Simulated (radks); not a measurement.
The numbers below are computed, except where a source is named.
How relativity changes the ionisation of neutral silicon ([Ne] 3s2 3p2) to Si+ ([Ne] 3s2 3p1). Spin-unpolarised spherical Kohn-Sham, PBE, point nucleus unless stated (finite: rms radius 3.1224 fm), a radial shooting solver on a logarithmic mesh with Libxc functionals. A level marked "c x" has the speed of light scaled by that factor and shares open shells by 2j + 1; other Dirac levels either fill j = l - 1/2 first or share by 2j + 1.

| level | E(Si) (hartree) | E(Si+) (hartree) | IE (eV) | HOMO | <r> HOMO (bohr) |
|---|---|---|---|---|---|
| non-rel. | -289.20275 | -288.91791 | 7.751 | 3p | 2.794 |
| scalar-rel. | -289.83684 | -289.55240 | 7.740 | 3p | 2.795 |
| scalar-rel., finite nucleus | -289.83665 | -289.55220 | 7.740 | 3p | 2.795 |
| Dirac, 2j+1 shares | -289.83722 | -289.55277 | 7.740 | 3p3/2 | 2.798 |
| Dirac, low j first | -289.83876 | -289.55378 | 7.755 | 3p1/2 | 2.791 |
| Dirac, 2j+1 shares, finite nucleus | -289.83702 | -289.55258 | 7.740 | 3p3/2 | 2.798 |
| Dirac, c x 0.85 | -290.08266 | -289.79837 | 7.736 | 3p3/2 | 2.800 |
| Dirac, c x 2 | -289.36076 | -289.07601 | 7.748 | 3p3/2 | 2.795 |
| Dirac, c x 100 | -289.20282 | -288.91798 | 7.751 | 3p3/2 | 2.794 |

NIST Atomic Spectra Database: 8.152 eV (measured). The relativistic part of the total energy of Si is -0.6343 hartree (Dirac, 2j+1 shares, finite nucleus), 0.22 % of the non-relativistic value. Spin polarisation and multiplet splitting of open shells are left out at every level.

Beside tabulated values, note that spin-unpolarised runs miss the spin-polarisation part of the exchange energy of open shells.
